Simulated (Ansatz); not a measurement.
Geometry optimisation, UHF/def2-SVP (Ansatz 0.2.0).

The input (input.yaml):

```yaml
crystal:
  periodic: [false, false, false]
  atoms:
    - { symbol: B, position_ang: [-0.049089, -0.350189, -0.529097] }
    - { symbol: F, position_ang: [-0.03243, -0.325097, 2.005592] }
    - { symbol: "N", position_ang: [1.25243, -0.029048, -0.865462] }
    - { symbol: H, position_ang: [2.022901, -0.654644, -0.733257] }
    - { symbol: H, position_ang: [1.516123, 0.858395, -1.253102] }
    - { symbol: H, position_ang: [-0.979898, 0.393056, -0.678956] }
    - { symbol: F, position_ang: [0.184363, 0.107527, 3.184282] }
magnetization:
  spin_polarized: true
  initial_magnetization: 1
basis:
  gaussian: { orbitals: def2-SVP }
hamiltonian:
  xc: hf
relax:
  f_tol: 0.03
  max_steps: 50
```

Command:

```bash
$ ansatz run input.yaml --threads 1 --pin off --max-ram 2048MiB --backend cpu --events-out ev --progress --plain --runs-dir out
```

Q: Where does it end, and by what steps?

A: The forces met the threshold. The force dipped under the threshold on the way, but the program's further checks kept it going. After 36 steps the energy has fallen by 7.451 eV; F2 moved furthest, 1.48 Å. Parted: F2–F7 (1.27 → 2.84 Å). Joined: B1–F2 (2.53 → 1.33 Å).

```csv
step,energy less start (eV),largest force component (eV/Å),accepted
0,0.0000,3.636,yes
2,-0.2347,0.729,yes
4,-0.8346,2.465,yes
6,-1.5966,1.870,yes
8,-1.7759,0.425,yes
10,-1.7940,0.049,yes
12,-1.7964,0.035,yes
14,-1.8032,0.090,yes
16,-2.0188,0.696,yes
18,-3.8969,4.778,yes
20,-6.8591,3.486,yes
22,-7.1708,3.745,no
24,-7.4325,0.354,yes
26,-7.4421,0.078,yes
28,-7.4462,0.147,no
30,-7.4488,0.055,yes
32,-7.4499,0.111,yes
34,-7.4509,0.071,yes
36,-7.4513,0.016,yes
```

```xyz
7
Properties=species:S:1:pos:R:3
B 0.003 -0.095 -0.055
F -0.248 -1.110 0.767
N 1.253 -0.001 -0.655
H 1.984 -0.662 -0.488
H 1.496 0.737 -1.280
H -0.860 0.709 -0.262
F 0.286 0.421 3.102
```

The run took 92 s on 1 thread of Arm Neoverse V2 (shared host), peak memory 0.17 GiB.
